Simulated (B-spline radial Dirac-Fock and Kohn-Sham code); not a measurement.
Auger decay of the 3s hole in Ce²⁺

System: the Ce²⁺ ion, configuration [Xe] 4f2, inside a Watson sphere of charge -2 and radius 1.6 Å (a model of the Madelung potential; inside it an electron's potential energy is raised by 18.0 eV).

Input file task.json (cfg lists n, l and occupation; rrms is the nuclear radius in fm):

```json
{"items": [{
  "Z": 58,
  "q": 2,
  "cfg": [[1, 0, 2], [2, 0, 2], [2, 1, 6], [3, 0, 2], [3, 1, 6], [3, 2, 10], [4, 0, 2], [4, 1, 6], [4, 2, 10], [4, 3, 2], [5, 0, 2], [5, 1, 6]],
  "A": 140,
  "rrms": 4.8771,
  "watson": [-2, 1.6],
  "do": ["binding", "quiet", "decay"],
  "holes": ["K", "L1", "L2", "L3", "M1", "M2", "M3", "M4", "M5", "N1", "N2", "N3", "N4", "N5"]
}]}
```

Launch: `python xray_run.py task.json out`

The computed values come from a radial finite-basis atomic code: independent-particle rates on relativistic LDA orbitals of the hole state (multipoles up to L = 3, Coulomb Auger matrix elements, transition energies from Dirac-Fock). Kinetic energies are configuration averages from the vacuum level; the two-hole energies are estimated from single-hole states.

```csv
transition,kinetic energy (eV),width (meV),share (%)
M1-M3N3,13.26,2000,16.2
M1-M2N4,30.31,1270,10.3
M1-M2N5,33.52,1800,14.6
M1-M3N4,118.6,848,6.9
M1-M3N5,122.2,1230,9.9
M1-M2O3,132.5,208,1.7
M1-M3O1,198.0,202,1.6
M1-M4N1,214.3,449,3.6
M1-M3O3,221.0,263,2.1
M1-M5N1,232.7,653,5.3
M1-M3N6,233.3,302,2.5
M1-M3N7,233.7,385,3.1
M1-M5N3,315.8,185,1.5
M1-M4N5,406.4,180,1.5
M1-M5N4,421.4,191,1.5
M1-M5N5,425.4,288,2.3
```

Coster-Kronig rates are the weakest part of this model and often come out 1.5 to 2.5 times too large. The listed channels hold 85 % of the non-radiative rate. Summed by principal shells, of 12.3 eV in all: MMN 84.8 %, MMO 10.5 %, MNN 4.0 %, MNO 0.7 %.

Run: 14 s of CPU time on 1 thread of Neoverse-V1 (shared host), peak memory 0.50 GiB.
